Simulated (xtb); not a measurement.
NO, doublet, at a GFN2-xTB geometry; GFN2-xTB run with xtb 6.7.1.

Here is a job for xtb.
```
$ xtb mol.xyz --gfn 2 --uhf 1 --etemp 3000 --json

# file mol.xyz
2

N     -0.00000000    -0.00000000    -0.61625478
O      0.00000000     0.00000000     0.53922293
```

Task: Predict the main parts of the log of this xtb run.

Result: 
```
   ID    Z sym.   atoms
    1    7 N      1
    2    8 O      2

           -------------------------------------------------
          |                Calculation Setup                |
           -------------------------------------------------

           -------------------------------------------------
          |                 G F N 2 - x T B                 |
           -------------------------------------------------

          ...................................................
          :                      SETUP                      :
          :.................................................:
          :  # basis functions                   8          :
          :  # atomic orbitals                   8          :
          :  # shells                            4          :
          :  # electrons                        11          :
          :  max. iterations                   250          :
          :  Hamiltonian                  GFN2-xTB          :
          :  restarted?                      false          :
          :  GBSA solvation                  false          :
          :  PC potential                    false          :
          :  electronic temp.         3000.0000000     K    :
          :  accuracy                    1.0000000          :
          :  -> integral cutoff          0.2500000E+02      :
          :  -> integral neglect         0.1000000E-07      :
          :  -> SCF convergence          0.1000000E-05 Eh   :
          :  -> wf. convergence          0.1000000E-03 e    :
          :  Broyden damping             0.4000000          :
          :  net charge                          0          :
          :  unpaired electrons                  1          :
          ...................................................

 iter      E             dE          RMSdq      gap      omega  full diag
   1     -6.8500723 -0.685007E+01  0.756E+00    0.00       0.0  T
   2     -6.8674667 -0.173944E-01  0.303E+00    0.00       1.0  T
   3     -6.8689509 -0.148416E-02  0.200E+00    0.00       1.0  T
   4     -6.8695514 -0.600509E-03  0.126E-01    0.00       1.0  T
   5     -6.8695426  0.876530E-05  0.113E-01    0.00       1.0  T
   6     -6.8695534 -0.107540E-04  0.105E-02    0.00       6.7  T
   7     -6.8695534 -0.547994E-07  0.134E-03    0.00      52.8  T
   8     -6.8695534 -0.124190E-08  0.315E-05    0.00    2246.6  T
   9     -6.8695534 -0.778932E-12  0.118E-06    0.00   59946.4  T

   *** convergence criteria satisfied after 9 iterations ***

         :::::::::::::::::::::::::::::::::::::::::::::::::::::
         ::                     SUMMARY                     ::
         :::::::::::::::::::::::::::::::::::::::::::::::::::::
         :: total energy              -6.840202374615 Eh    ::
         :: gradient norm              0.000016873987 Eh/a0 ::
         :: HOMO-LUMO gap              0.000000000000 eV    ::
         ::.................................................::
         :: SCC energy                -6.869553430930 Eh    ::
         :: -> isotropic ES            0.001244821739 Eh    ::
         :: -> anisotropic ES          0.001484417299 Eh    ::
         :: -> anisotropic XC          0.007400262492 Eh    ::
         :: -> dispersion             -0.000224192925 Eh    ::
         :: repulsion energy           0.029351056315 Eh    ::
         :: add. restraining           0.000000000000 Eh    ::
         :: total charge              -0.000000000676 e     ::
         :::::::::::::::::::::::::::::::::::::::::::::::::::::

           -------------------------------------------------
          |                Property Printout                |
           -------------------------------------------------

    * Orbital Energies and Occupations

         #    Occupation            Energy/Eh            Energy/eV
      -------------------------------------------------------------
         1        2.0000           -0.8002529             -21.7760
         2        2.0000           -0.6712957             -18.2669
         3        2.0000           -0.6261464             -17.0383
         4        2.0000           -0.6261464             -17.0383
         5        1.9996           -0.5100695             -13.8797
         6        0.5002           -0.3558628              -9.6835 (HOMO)
         7        0.5002           -0.3558628              -9.6835 (LUMO)
         8                          0.4195192              11.4157
      -------------------------------------------------------------
                  HL-Gap            0.0000000 Eh            0.0000 eV
             Fermi-level           -0.3960613 Eh          -10.7774 eV

     #   Z          covCN         q      C6AA      α(0)
     1   7 N        0.923     0.063    20.085     6.476
     2   8 O        0.923    -0.063    15.964     5.358

 Mol. C6AA /au·bohr⁶  :         71.758747
 Mol. C8AA /au·bohr⁸  :       1518.719331
 Mol. α(0) /au        :         11.833977

Wiberg/Mayer (AO) data.
largest (>0.10) Wiberg bond orders for each atom

 ---------------------------------------------------------------------------
     #   Z sym  total        # sym  WBO       # sym  WBO       # sym  WBO
 ---------------------------------------------------------------------------
     1   7 N    2.132 --     2 O    2.132
     2   8 O    2.132 --     1 N    2.132
 ---------------------------------------------------------------------------

Topologies differ in total number of bonds
Writing topology from bond orders to xtbtopo.mol

molecular dipole:
                 x           y           z       tot (Debye)
 q only:        0.000       0.000      -0.138
   full:       -0.000       0.000       0.067       0.169
molecular quadrupole (traceless):
                xx          xy          yy          xz          yz          zz
 q only:       -0.010       0.000      -0.010       0.000       0.000       0.020
  q+dip:        0.490       0.000       0.490       0.000      -0.000      -0.980
   full:        0.798       0.000       0.798       0.000      -0.000      -1.596

           -------------------------------------------------
          | TOTAL ENERGY               -6.840202374615 Eh   |
          | GRADIENT NORM               0.000016873987 Eh/α |
          | HOMO-LUMO GAP               0.000000000000 eV   |
           -------------------------------------------------

normal termination of xtb
```
